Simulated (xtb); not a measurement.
H3Cl3OSiTi, charge +1, doublet, at a GFN2-xTB geometry (such geometries of metal compounds can be far from the true shape) (the multiplicity is a formal guess). Base run: GFN2-xTB (xtb).

xtb was given this input:
```
$ xtb mol.xyz --gfn 2 --chrg 1 --uhf 1 --json

# file mol.xyz
9

Ti    -0.17507707     0.17438403     0.15741319
Cl     0.11630453     2.26937492    -0.07938371
Cl    -0.03099157    -0.17969877     2.25076625
Cl    -2.22030061    -0.16037105    -0.32312225
O      0.91778940    -0.78452048    -0.77835391
Si     1.87399804    -1.75400478    -1.64477986
H      3.18976761    -1.75947743    -0.93149287
H      2.18141537    -0.99819699    -2.89930824
H      1.19701530    -3.04473000    -1.79896425
```

Each row names what was changed in the base input (with any setting that the change needs).

```csv
change,ΔE vs base (kcal/mol),SCF cycles
base,0.000,24
acc = 0.1,0.000,28
gbsa = chcl3,-47.68,20
etemp = 1000,-2.69,19
acc = 1000,0.059,13
acc = 0.0001,0.000,35
```

ALPB and GBSA are two models with their own fitted parameters for each solvent, which aren't always the measured dielectric constant.
